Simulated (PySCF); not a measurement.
## Rubidium: a sound run and one with changed settings

Sound run: Rb(2+) [Ar] 3d10 4s2 4p5, Rb(3+) [Ar] 3d10 4s2 4p4. Computed with PySCF 2.14 in Sapporo-DKH3-DZP-2012 (7s6p2d, 35 functions), with scalar relativity by spin-free X2C-1e. The sound run starts from symmetry-adapted Hartree-Fock orbitals and uses a fine grid where one is needed.

Changed run: 26 angular points. This setting is unsound on purpose.

```
species  method  sound run (hartree)  changed run (hartree)  converged
 Rb(2+)     UHF          -2977.86010            -2977.86010        yes
 Rb(2+)    BP86          -2980.04972            -2980.04966        yes
 Rb(2+)   B3LYP          -2979.72574            -2979.72563        yes
 Rb(3+)     UHF          -2976.45938            -2976.45938        yes
 Rb(3+)    BP86          -2978.60244            -2978.60232        yes
 Rb(3+)   B3LYP          -2978.27844            -2978.27828        yes
```

Ionisation energy of Rb(2+):

```
method  sound run (eV)  changed run (eV)
   UHF          38.115            38.115
  BP86          39.383            39.384
 B3LYP          39.383            39.385
```

A coarse angular grid integrates products of high-l functions wrongly, so density functionals can shift, and the SCF can exploit the error; Hartree-Fock and MP2 need no grid.

For comparison, NIST gives 39.247 eV between the lowest levels.
